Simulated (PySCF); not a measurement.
C₄H₉NS, SMILES C/N=C(\C)SC. Heavy atoms are numbered as in [CH3:1]/[N:2]=[C:3](\[CH3:4])[S:5][CH3:6]. Hydrogens are named by the atom that carries them.

Geometry: B3LYP-D3(BJ)/def2-SVP. The structure was generated by enumeration; whether it is a known compound was not checked.

All values below come from PySCF with PBE/pcSseg-1.

GIAO shieldings, no solvent; atoms alike by connectivity are averaged. δ = σ(ref) − σ: ¹³C against TMS (σ = 182.0 ppm); ¹⁵N against NH3 (σ = 267.0 ppm); ³³S against H2S (σ = 706.5 ppm); ¹H against TMS (σ = 31.49 ppm), references at their B3LYP-D3(BJ)/def2-TZVP geometries, non-relativistic.

```tsv
nucleus	atoms	count	δ (ppm)
¹³C	C3	1	174.0
¹³C	C1 (CH3)	1	42.7
¹³C	C4 (CH3)	1	22.3
¹³C	C6 (CH3)	1	22.0
¹⁵N	N2	1	329.6
³³S	S5	1	329.4
¹H	H on C1	3	3.58
¹H	H on C6	3	2.33
¹H	H on C4	3	2.13
```
